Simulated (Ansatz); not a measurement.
Geometry optimisation, RKS PBE0/def2-SVP (Ansatz 0.2.0).

Input file:

```yaml
crystal:
  periodic: [false, false, false]
  atoms:
    - { symbol: S, position_ang: [-0.0195, 1.4502, -1.4609] }
    - { symbol: C, position_ang: [0.8495, 0.9388, -0.0078] }
    - { symbol: S, position_ang: [1.3207, -0.7976, -0.2182] }
    - { symbol: Ge, position_ang: [-0.5734, -1.6242, 0.3074] }
    - { symbol: H, position_ang: [-0.2352, 2.786, -0.9724] }
    - { symbol: H, position_ang: [1.7678, 1.5775, 0.0904] }
    - { symbol: H, position_ang: [0.265, 1.0796, 0.9112] }
    - { symbol: H, position_ang: [-0.5419, -3.1661, 0.2762] }
    - { symbol: H, position_ang: [-1.0526, -1.147, 1.7721] }
    - { symbol: H, position_ang: [-1.6973, -1.1483, -0.6952] }
basis:
  gaussian: { orbitals: def2-SVP }
hamiltonian:
  xc: pbe0
relax:
  f_tol: 0.02
  max_steps: 50
```

Command:

```bash
$ ansatz run input.yaml --threads 2 --pin off --max-ram 3072MiB --backend cpu --events-out ev --progress --plain --runs-dir out
```

Question: Where does it end, and by what steps?

Answer: The forces met the threshold. After 14 steps the energy has fallen by 0.364 eV; H9 moved furthest, 0.54 Å.

| step | energy less start (eV) | largest force component (eV/Å) | accepted |
| --- | --- | --- | --- |
| 0 | 0.0000 | 2.628 | yes |
| 1 | -0.2994 | 0.648 | yes |
| 2 | -0.3310 | 0.392 | yes |
| 3 | -0.3395 | 0.127 | yes |
| 4 | -0.3420 | 0.091 | yes |
| 5 | -0.3491 | 0.078 | yes |
| 6 | -0.3512 | 0.210 | yes |
| 7 | -0.3562 | 0.071 | yes |
| 8 | -0.3612 | 0.020 | yes |
| 9 | -0.3611 | 0.151 | no |
| 10 | -0.3622 | 0.039 | yes |
| 11 | -0.3618 | 0.082 | no |
| 12 | -0.3633 | 0.028 | yes |
| 13 | -0.3634 | 0.023 | yes |
| 14 | -0.3635 | 0.020 | yes |

```xyz
10
Properties=species:S:1:pos:R:3
S -0.189 1.572 -1.260
C 0.996 0.965 -0.015
S 1.312 -0.810 -0.222
Ge -0.721 -1.633 0.228
H -0.483 2.739 -0.641
H 1.975 1.451 -0.137
H 0.621 1.174 0.998
H -0.461 -3.095 0.630
H -1.307 -0.835 1.408
H -1.661 -1.580 -0.986
```

Time of the run: 55 s on 2 threads of Arm Neoverse V1, with other jobs on the host, peak memory 0.28 GiB.
